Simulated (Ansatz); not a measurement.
The same ligand exchange along the group F, Cl, Br.

Program: Ansatz. Geometries: PBE0-D4/def2-TZVP. ΔE: electronic, gas phase. CCSD(T)/CBS adds triple-zeta CCSD(T) − MP2 to the extrapolated MP2 energy (def2 sets, frozen cores). This one scheme is used for every species. DFT in def2-TZVPP. B3LYP here is the variant with VWN-RPA as its local correlation; programs differ in this. For Br outer-core shells are correlated without core-valence functions, which leaves a few kJ/mol of doubt a bond. Scalar relativity is left out up to krypton. One conformer a species, not always the lowest.

```tsv
reaction	r2SCAN-D4 (kJ/mol)	B3LYP-D4 (kJ/mol)	CCSD(T)/CBS(def2) (kJ/mol)
`OC[SiH2]F` + `O[SiH3]` → `OC[SiH2]O[SiH3]` + H–F	24	18	16
`OC[SiH2]Cl` + `O[SiH3]` → `OC[SiH2]O[SiH3]` + HCl	-8	-17	-14
`OC[SiH2]Br` + `O[SiH3]` → `OC[SiH2]O[SiH3]` + HBr	-11	-19	-14
```

Largest T1 diagnostic: 0.011, for `OC[SiH2]F`.
